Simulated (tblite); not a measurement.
C2H9AlO2Si.
Atom-mapped SMILES: `[CH3:1][CH2:2][O:3][AlH:4][O:5][SiH3:6]` (hydrogens: H7, H8, H9 on C1; H10, H11 on C2; H12 on Al4; H13, H14, H15 on Si6)

Computed with GFN2-xTB (tblite), gas phase: L-BFGS steps from a force-field or distance-geometry start until the largest atomic force falls under 0.01 eV/Å.

Step 38: E = -544.1381 eV
```
atom  x, y, z in Å  |  force x, y, z in eV/Å
C1     -2.6939   -0.3944    0.9685    0.004   0.003  -0.005
C2     -2.2147    0.3996   -0.2397    0.030   0.015  -0.027
O3     -0.8247    0.5752   -0.2352    0.005   0.001   0.008
Al4     0.7801    0.9358   -0.1800    0.007   0.017   0.002
O5      2.1340   -0.0397   -0.3688   -0.024   0.037   0.000
Si6     3.5563   -0.8216   -0.5597   -0.050   0.013  -0.043
H7     -2.4032    0.1090    1.8876    0.052   0.004  -0.006
H8     -3.7769   -0.4786    0.9471   -0.023  -0.022  -0.024
H9     -2.2575   -1.3899    0.9590    0.023  -0.003   0.017
H10    -2.5008   -0.1147   -1.1641   -0.005  -0.046  -0.004
H11    -2.6871    1.3883   -0.2413   -0.008   0.025   0.016
H12     1.0834    2.3916    0.0375    0.014  -0.004   0.011
H13     4.4127   -0.4424    0.5622    0.009   0.005   0.056
H14     4.1322   -0.3750   -1.8306   -0.030  -0.010  -0.002
H15     3.2557   -2.2521   -0.5643   -0.004  -0.035   0.000
```

Step 39: E = -544.1388 eV
```
atom  x, y, z in Å  |  force x, y, z in eV/Å
C1     -2.6907   -0.3940    0.9667    0.008  -0.003   0.001
C2     -2.2161    0.3990   -0.2429    0.048   0.024  -0.024
O3     -0.8256    0.5748   -0.2352    0.001   0.015  -0.012
Al4     0.7789    0.9376   -0.1762    0.006   0.004  -0.008
O5      2.1324   -0.0387   -0.3652   -0.025   0.036   0.004
Si6     3.5536   -0.8223   -0.5587   -0.059   0.020  -0.034
H7     -2.3972    0.1106    1.8834    0.055   0.025   0.016
H8     -3.7727   -0.4820    0.9513   -0.050  -0.025  -0.032
H9     -2.2498   -1.3867    0.9583    0.026  -0.036   0.010
H10    -2.5015   -0.1157   -1.1681    0.003  -0.038   0.015
H11    -2.6899    1.3872   -0.2434    0.000   0.021   0.007
H12     1.0855    2.3928    0.0391    0.009   0.001   0.015
H13     4.4127   -0.4461    0.5626    0.006   0.005   0.051
H14     4.1253   -0.3731   -1.8303   -0.023  -0.012  -0.005
H15     3.2507   -2.2523   -0.5631   -0.003  -0.036  -0.003
```

Task: Estimate the geometry and energy of step 40. (The exact step hangs on the optimiser's Hessian estimate; all steps are aligned on step 39, rigid shifts and turns removed.)

Result: E = -544.1395 eV, largest force 0.066 eV/Å
```
atom  x, y, z in Å  |  force x, y, z in eV/Å
C1     -2.6875   -0.3939    0.9648    0.013  -0.009   0.008
C2     -2.2167    0.3984   -0.2466    0.042   0.022  -0.009
O3     -0.8261    0.5741   -0.2350   -0.006   0.030  -0.035
Al4     0.7776    0.9403   -0.1726    0.002  -0.002  -0.015
O5      2.1300   -0.0365   -0.3621   -0.018   0.027   0.006
Si6     3.5494   -0.8225   -0.5583   -0.050   0.015  -0.003
H7     -2.3898    0.1127    1.8788    0.045   0.037   0.026
H8     -3.7690   -0.4862    0.9553   -0.049  -0.023  -0.038
H9     -2.2413   -1.3837    0.9578    0.020  -0.056   0.002
H10    -2.5016   -0.1172   -1.1721    0.014  -0.025   0.033
H11    -2.6923    1.3861   -0.2454    0.011   0.013  -0.006
H12     1.0886    2.3941    0.0413    0.003   0.010   0.019
H13     4.4113   -0.4501    0.5642   -0.009   0.001   0.027
H14     4.1173   -0.3718   -1.8303   -0.015  -0.012  -0.011
H15     3.2457   -2.2528   -0.5616   -0.003  -0.028  -0.006
```

The energy changes by -0.0007 eV. The first-order estimate −F·Δx gives -0.0010 eV and the mean of the old and new forces, exact on a quadratic surface, -0.0007 eV. The step makes an angle of 74° with the force vector and moves no atom by more than 0.009 Å.

What follows is the cost of the whole relaxation. Hardware: Intel Xeon at 2.70 GHz, one thread, no GPU, on a shared host. Cost: 0.97 s of wall time.
